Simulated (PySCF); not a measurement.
Isomers of C2H4BN. Isolated molecules, 0 K electronic values unless said otherwise. One relaxed conformer stands for each flexible species; it need not be the lowest. Strings in code marks are SMILES.

The HOMO–LUMO gap from two functionals at the same geometries (CAM-B3LYP-D3(BJ)/def2-TZVP), both in PySCF: PBE-D3(BJ)/def2-TZVP and TPSSh-D3(BJ)/def2-TZVP. 

| species | PBE-D3(BJ)/def2-TZVP (eV) | TPSSh-D3(BJ)/def2-TZVP (eV) |
|---|---|---|
| `C=C=NB` | 3.91 | 4.85 |
| `[H]/N=C\C=B` | 2.82 | 3.82 |
| `[H]/N=C\B=C` | 3.39 | 4.37 |
| `BC#CN` | 3.96 | 4.92 |

Over these rows, drawn at random from the members with no instability flagged (it was tested for open shells, ions and some series alone), PBE minus TPSSh-D3(BJ): mean -0.97 eV, from -1.01 eV to -0.94 eV.
